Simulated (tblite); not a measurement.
Compound: C6H9P2 (charge -1).
Bonds: C1–C2, C2–C3, C2–C4, C4–C5 (aromatic), C5–P6 (aromatic), P6–C7 (aromatic), C7–P8 (aromatic), C4–P8 (aromatic). Hydrogens: H9, H10, H11 on C1; H12 on C2; H13, H14, H15 on C3; H16 on C5; H17 on C7.

Computed geometry: GFN2-xTB, gas phase.

Question: List the bond lengths, angles and torsions at this level.

Answer: 
```csv
bond,length (Å),order
"C1–C2, C2–C3",1.530,single
C2–C4,1.509,single
C4–C5,1.373,aromatic
C5–P6,1.742,aromatic
P6–C7,1.727,aromatic
C7–P8,1.726,aromatic
C4–P8,1.757,aromatic
C1–H9 and 5 like bonds,1.090,single
C2–H12,1.098,single
C5–H16,1.085,single
C7–H17,1.083,single
```

Bonds in one row agree within 0.01 Å and their mean is given. Orders are formal, as drawn. A selection of angles:
```csv
angle,degrees
C2–C1–H9,111.0
C2–C1–H10,110.2
H9–C1–H10,108.6
H10–C1–H11,108.2
C1–C2–C3,110.5
C1–C2–C4,111.0
C1–C2–H12,108.3
C4–C2–H12,107.5
C2–C4–C5,123.1
C2–C4–P8,120.7
C5–C4–P8,116.1
C4–C5–P6,118.2
C4–C5–H16,122.3
P6–C5–H16,119.5
C5–P6–C7,93.3
P6–C7–P8,118.6
P6–C7–H17,120.8
P8–C7–H17,120.6
C4–P8–C7,93.8
```

Torsions: C1–C2–C4–C5 -61° (synclinal).

The C–P distances run from 1.726 Å (C7–P8, aromatic) to 1.757 Å (C4–P8, aromatic), a spread of 0.031 Å. C5 (aromatic CH carbon) is planar (angles 122.3°, 119.5° and 118.2°, sum 360.0°, 0.00 Å off the plane of its three neighbours). The C–C distances run from 1.373 Å (C4–C5, aromatic) to 1.530 Å (C2–C3, drawn single), a spread of 0.157 Å. C4 (substituted aromatic carbon) is planar (angles 123.1°, 120.7° and 116.1°, sum 360.0°, 0.00 Å off the plane of its three neighbours). The 5-membered ring C4–C5–P6–C7–P8 has internal angles of 93.3° to 118.6°; it is planar, 0.00 Å rms from its mean plane, widest ring torsion 0°. Of the pairs four or more bonds apart, C5···H15 is among the closest relative to their van der Waals radii: 2.86 Å, 99 % of the sum of Bondi's values. C7 (aromatic CH carbon) is planar (angles 120.8°, 120.6° and 118.6°, sum 360.0°, 0.00 Å off the plane of its three neighbours).

Point group: Cs (every atom within 0.08 Å of its image). Its GFN2-xTB frequencies are all real (lowest 49 cm⁻¹).

One conformer stands for the species.
